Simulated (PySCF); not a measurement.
**Working out the excitation energy of Cd**

Cd [Kr] 4d10 5s2 (1S) → Cd [Kr] 4d10 5s1 6s1 (3S). Computed with PySCF 2.14 in aug-cc-pVDZ-PP with ECP28MDF, with scalar relativity through the core potential. Frozen: 4s2 4p6. Energies in hartree (1 hartree = 27.21139 eV):

```
             part   Cd (lower)   Cd (upper)
              UHF  -166.837873  -166.653682
MP2 opposite-spin    -0.247698    -0.209085
    MP2 same-spin    -0.136978    -0.126787
```

**Question.** What does Hartree-Fock give?

**Answer.** (-166.653682) − (-166.837873) = 0.184191 hartree = 5.012 eV.

**Question.** What do MP2 and SCS-MP2 (6/5 opposite-spin, 1/3 same-spin) give?

**Answer.** The opposite-spin parts differ by 1.051 eV and the same-spin parts by 0.277 eV. MP2: 5.012 + (1.051) + (0.277) = 6.340 eV. SCS-MP2: 5.012 + 1.2 × (1.051) + (0.277)/3 = 6.366 eV.

Measured between the centres of the two terms (NIST): 6.383 eV, so MP2 (valence) is off by -0.043 eV.

A double-zeta basis recovers only part of the correlation energy.

What remains against the reference includes basis incompleteness, the frozen core and correlation beyond second order.
